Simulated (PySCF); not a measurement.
# Working out the ionisation energy of Ar⁺

Ar⁺ [Ne] 3s2 3p5 (2P) → Ar²⁺ [Ne] 3s2 3p4 (3P). Calculation: PySCF 2.14, in dyall-av2z; no relativity, point nucleus. Frozen: [Ne]; the 16 highest virtual orbitals dropped. Energies in hartree (1 hartree = 27.21139 eV):

| part | Ar⁺ (lower) | Ar²⁺ (upper) |
| --- | --- | --- |
| UHF | -526.261448 | -525.291571 |
| MP2 opposite-spin | -0.096781 | -0.076023 |
| MP2 same-spin | -0.032345 | -0.024725 |

What does Hartree-Fock give?

(-525.291571) − (-526.261448) = 0.969877 hartree = 26.392 eV.

What do MP2 and SCS-MP2 (6/5 opposite-spin, 1/3 same-spin) give?

The opposite-spin parts differ by 0.565 eV and the same-spin parts by 0.207 eV. MP2: 26.392 + (0.565) + (0.207) = 27.164 eV. SCS-MP2: 26.392 + 1.2 × (0.565) + (0.207)/3 = 27.139 eV.

A first-order spin-orbit estimate adds -0.006 eV to MP2 (valence), giving 27.158 eV against 27.630 eV (measured; NIST Atomic Spectra Database, ionization energies).

A double-zeta basis recovers only part of the correlation energy.

What remains against the reference includes basis incompleteness, the frozen core and correlation beyond second order.
